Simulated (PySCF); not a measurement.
This PySCF input asks for the NMR shieldings of `C[C@@H](CCl)OBC1CC1`, C6H12BClO; the geometry comes from GFN2-xTB.

```python
import basis_set_exchange as bse
import numpy as np
from pyscf import gto, dft
from pyscf.prop import nmr

atoms = """
C     2.261526   -1.667703   -0.234147
C     1.460788   -0.377809   -0.081682
C     2.342241    0.862945   -0.251779
Cl    3.493551    1.009604    1.090993
O     0.478656   -0.332960   -1.095143
B    -0.816677   -0.047407   -0.957178
C    -1.562173    0.322802    0.369237
C    -2.990741   -0.140837    0.569302
C    -2.721075    1.297577    0.319562
H     3.070571   -1.694466    0.490055
H     1.611382   -2.523794   -0.074706
H     2.673294   -1.726709   -1.238552
H     0.996975   -0.347842    0.912779
H     2.916290    0.803154   -1.176455
H     1.727889    1.764063   -0.255745
H    -1.409549   -0.096351   -1.971086
H    -0.992846    0.377830    1.292538
H    -3.287679   -0.448314    1.561040
H    -3.443988   -0.720220   -0.220308
H    -2.989139    1.708379   -0.641562
H    -2.828216    1.995004    1.137128
"""
names = dict.fromkeys(["C", "Cl", "O", "B", "H"], "pcSseg-1")
basis = {el: gto.basis.parse(bse.get_basis(n, elements=[el], fmt="nwchem")) for el, n in names.items()}
mol = gto.M(atom=atoms, basis=basis, charge=0, verbose=0)
mf = dft.RKS(mol, xc="PBE0")
mf.grids.level = 2
mf.grids.alignment = dft.numint.BLKSIZE   # the property module wants whole blocks of grid points
mf.conv_tol = 1e-9
mf.kernel()

calc = nmr.RKS(mf)   # GIAO
C = mf.mo_coeff
Co = C[:, mf.mo_occ > 0]
resp = mf.gen_response(singlet=True, hermi=2)
def vind(x):   # induced exchange potential for any number of trial vectors
    d = np.einsum("pi,xij,qj->xpq", C, 2 * x.reshape(-1, C.shape[1], Co.shape[1]), Co, optimize=True)
    return np.einsum("xpq,pi,qj->xij", resp(d - d.transpose(0, 2, 1)), C, Co, optimize=True).ravel()
mo1, _ = nmr.rhf.solve_mo1(calc, with_cphf=vind)
sigma = calc.kernel(mo1)
for i, s in enumerate(sigma):   # ppm
    print("%2d %-2s %9.2f" % (i, mol.atom_pure_symbol(i), np.trace(s) / 3))
```

Problem. What are the results?

Solution. 
```
 0 C     164.51
 1 C     109.63
 2 C     132.68
 3 Cl    883.04
 4 O     110.75
 5 B      53.23
 6 C     184.69
 7 C     182.04
 8 C     182.00
 9 H      29.81
10 H      30.32
11 H      30.46
12 H      27.09
13 H      28.28
14 H      28.12
15 H      27.41
16 H      31.58
17 H      31.01
18 H      31.17
19 H      31.18
20 H      31.00
```

These numbers come from an equivalent density-fitted implementation of the same equations, which agrees with the script to about 0.01 ppm for H and up to a few tenths of a ppm for heavy atoms, so last digits may differ.

Size and cost of the density-fitted run: 220 basis functions, 2.5 min wall time on 1 thread of an Intel Xeon, shared host; peak memory 0.98 GiB.
